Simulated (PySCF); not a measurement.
**Telling isomers of C₆H₇FO apart by NMR**

Computational details: geometry: GFN2-xTB, spin–spin couplings from B3LYP/pcJ-1 (spin–dipole term left out of most H,H and C,H couplings), shieldings: GIAO PBE0/pcSseg-1, in PySCF 2.14 (rapidly exchanging positions averaged, single conformer, relativity neglected, in vacuum).

Chemical shifts δ = σref − σ; TMS for $^{1}$H (31.72 ppm), $^{13}$C (186.93 ppm), all at this level. Multiplet labels drop J under 1 Hz and among equivalent protons, and merge close values. Unscaled 3J(H,H) run several per cent high. Splittings of carbon signals by F and P are missing where no couplings were computed. Where no couplings were computed, multiplicities follow the n + 1 count of equivalent neighbours, and m marks all less simple cases (inequivalent or close neighbours, rings, F or P nearby). One-bond C–F couplings are unscaled and too large by tens of Hz. Shifts are as computed. Against solution values, carbons near 30 ppm lie about +3 ppm off and those near 130 ppm about +5 ppm. Of 1211 compounds with measured shifts, 218 miss one by over three times the rms of a fit or turn the order of signals round; such compounds aren't used in these exercises.

(1) Tabulate the signals of `CC#CC(=O)[C@H](C)F`, `C[C@]1(F)CC=CC1=O`, `C#C/C(C)=C(/F)OC` and their relative energies.

(2) What is the quickest way to tell C[C@]1(F)CC=CC1=O from C#C/C(C)=C(/F)OC?

(3) What is the quickest way to tell CC#CC(=O)[C@H](C)F from C#C/C(C)=C(/F)OC?

(4) What is the quickest way to tell CC#CC(=O)[C@H](C)F from C[C@]1(F)CC=CC1=O?

Answers

(1) 
```tsv
SMILES	carbon types	δC	δH	E rel. (kcal/mol)
CC#CC(=O)[C@H](C)F	3×C 1×CH 2×CH3	195.2, 109.0, 97.7, 82.5, 22.1, 5.6	4.87 (m, 1H), 2.32 (s, 3H), 1.46 (m, 3H)	35.4
C[C@]1(F)CC=CC1=O	2×C 2×CH 1×CH2 1×CH3	208.1, 170.2, 139.8, 94.0, 48.0, 24.7	7.89 (dtd, 1H), 6.32 (dtd, 1H), 3.15 (ddt, 1H), 2.73 (m, 1H), 1.48 (d, 3H)	0.0
C#C/C(C)=C(/F)OC	3×C 1×CH 2×CH3	175.2, 89.8, 83.9, 75.1, 54.8, 16.4	3.96 (s, 3H), 2.68 (s, 1H), 1.84 (s, 3H)	56.3
```

Energies are electronic energies at PBE0/pcSseg-1 on these geometries, without zero-point or thermal terms, each for the one conformer computed, which needn't be the lowest.

(2) Both give the same number of carbon signals, but DEPT or the intensities differ. The first has a β carbon of a C=C–C=O unit (CH) at 170.2 ppm, the second a terminal alkyne carbon (CH) at 89.8 ppm. Their most deshielded carbons lie at 208.1 and 175.2 ppm. In the proton spectra the most deshielded non-exchanging signals are 7.89 (dtd, J = 7.2, 3.7, 2.9 Hz, 1H) and 3.96 (s, 3H).

(3) Both give the same number of carbon signals, with the same numbers of each carbon type, so the positions decide. The first has an alkyne carbon (C) at 109.0 ppm, the second a methyl carbon bonded to O (CH3) at 54.8 ppm. Their most deshielded carbons lie at 195.2 and 175.2 ppm. In the proton spectra the most deshielded non-exchanging signals are 4.87 (m, 1H) and 3.96 (s, 3H).

(4) Both give the same number of carbon signals, but DEPT or the intensities differ. The first has an sp3 CH bonded to F, α to a carbonyl at 97.7 ppm, the second a β carbon of a C=C–C=O unit (CH) at 170.2 ppm. Their most deshielded carbons lie at 195.2 and 208.1 ppm. In the proton spectra the most deshielded non-exchanging signals are 4.87 (m, 1H) and 7.89 (dtd, J = 7.2, 3.7, 2.9 Hz, 1H).
